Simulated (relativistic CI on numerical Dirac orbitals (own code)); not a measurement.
Mn5+ (3d2) in a crystal field

Calculated by Dirac-Coulomb-Breit CI, separate exchange-only KLI orbitals for each configuration, model QED (radiative potential, 1s self-energy scaled to tabulated hydrogen-like ionisation energies), valence Slater integrals scaled by 0.75, one configuration in a parametric crystal field (own radial code).

Field parameters in Wybourne normalisation: D3d B²₀ = −7Dσ, B⁴₀ = −14Dq − 21Dτ, B⁴₃ = −14√(10/7) Dq; D4h B²₀ = −7Ds, B⁴₀ = 21(Dq − Dt), B⁴₄ = 21√(5/14) Dq; Td as Oh with Dq negative (B⁴₀ = 21Dq, B⁴₄ = √(5/14) B⁴₀). The field is a parameter set, without covalency.

S and J are read from ⟨S²⟩ = S(S + 1) and ⟨J²⟩ = J(J + 1) of each level; they are not fictitious spins.

Td, 10Dq = -5850 cm⁻¹, the lowest 16 levels:

| E (cm⁻¹) | Degeneracy | Irrep | S | J |
| --- | --- | --- | --- | --- |
| 0.0 | 3 | T2 | 1.00 | 3.10 |
| 5709 | 1 | A2 | 1.00 | 3.00 |
| 5824 | 3 | T2 | 1.00 | 3.20 |
| 5860 | 2 | E | 1.00 | 3.05 |
| 6003 | 3 | T1 | 1.00 | 3.31 |
| 9906 | 3 | T2 | 1.00 | 2.96 |
| 9962 | 2 | E | 1.00 | 3.21 |
| 10541 | 3 | T1 | 1.00 | 3.67 |
| 10809 | 1 | A1 | 1.00 | 3.91 |
| 15695 | 2 | E | 0.03 | 2.49 |
| 20769 | 3 | T2 | 0.10 | 2.23 |
| 23077 | 1 | A1 | 1.00 | 0.54 |
| 23325 | 3 | T1 | 1.00 | 1.17 |
| 23723 | 2 | E | 1.00 | 2.04 |
| 23857 | 3 | T2 | 0.96 | 2.05 |
| 24593 | 1 | A1 | 0.01 | 3.93 |

D3d, 10Dq = 36300, Dσ = -590, Dτ = -270 cm⁻¹, the lowest 16 levels:

```
E (cm⁻¹)  Degeneracy  Irrep     S     J
     0.0           1     A1  1.00  3.02
    19.3           2      E  1.00  3.05
    3174           2      E  1.00  2.76
    3491           2      E  1.00  3.18
    3759           1     A2  1.00  3.45
    3794           1     A1  1.00  3.55
   14989           2      E  0.00  3.13
   18556           2      E  0.00  3.14
   18904           1     A1  0.00  3.04
   34089           1     A2  1.00  3.24
   34101           2      E  1.00  3.26
   35532           1     A1  1.00  3.08
   35543           1     A2  1.00  3.13
   35669           2      E  1.00  3.28
   35793           2      E  1.00  3.42
   36572           1     A1  0.01  3.05
```

D4h, 10Dq = 26100, Ds = 1440, Dt = -760 cm⁻¹, the lowest 16 levels:

```tsv
E (cm⁻¹)	Degeneracy	Irrep	S	J
0.0	1	A1	1.00	3.04
23.4	2	E	1.00	3.08
7445	1	B1	1.00	2.75
7469	1	B2	1.00	2.78
7783	2	E	1.00	3.18
8067	1	A2	1.00	3.48
8078	1	A1	1.00	3.53
14882	1	B2	0.01	3.10
15043	1	B1	0.01	3.17
22375	1	A1	0.00	3.13
22790	2	E	0.01	3.00
31203	1	B1	1.00	3.15
31214	1	B2	1.00	3.13
31315	2	E	1.00	3.26
31409	1	A2	1.00	3.40
31411	1	A1	1.00	3.42
```

Td, 10Dq = -17450 cm⁻¹, the lowest 10 levels:

| E (cm⁻¹) | Degeneracy | Irrep | S | J |
| --- | --- | --- | --- | --- |
| 0.0 | 3 | T2 | 1.00 | 3.22 |
| 15956 | 2 | E | 0.21 | 2.84 |
| 17258 | 1 | A2 | 1.00 | 3.00 |
| 17360 | 3 | T2 | 1.00 | 3.16 |
| 17575 | 3 | T1 | 1.00 | 3.37 |
| 17770 | 2 | E | 0.91 | 3.25 |
| 26534 | 3 | T2 | 1.00 | 2.66 |
| 26571 | 2 | E | 1.00 | 2.75 |
| 26750 | 1 | A1 | 0.90 | 3.22 |
| 26862 | 3 | T1 | 1.00 | 3.04 |

Td, 10Dq = -11950 cm⁻¹, the lowest 10 levels:

```tsv
E (cm⁻¹)	Degeneracy	Irrep	S	J
0.0	3	T2	1.00	3.19
11770	1	A2	1.00	3.00
11874	3	T2	1.00	3.17
11940	2	E	0.99	3.21
12082	3	T1	1.00	3.36
16085	2	E	0.08	2.76
19224	3	T2	1.00	2.80
19320	2	E	0.99	2.91
19719	3	T1	1.00	3.38
19898	1	A1	1.00	3.56
```

The free-ion ground term has S = 1. Every field shown keeps that spin.

Levels of this model without a field, named by their leading LS term (the scale mimics covalency, so terms lie below those of the real free ion): 3F_2 0, 3F_3 722, 3F_4 1612, 1D_2 14216, 3P_0 16460, 3P_1 16726, 3P_2 17284, 1G_4 21725 cm⁻¹.
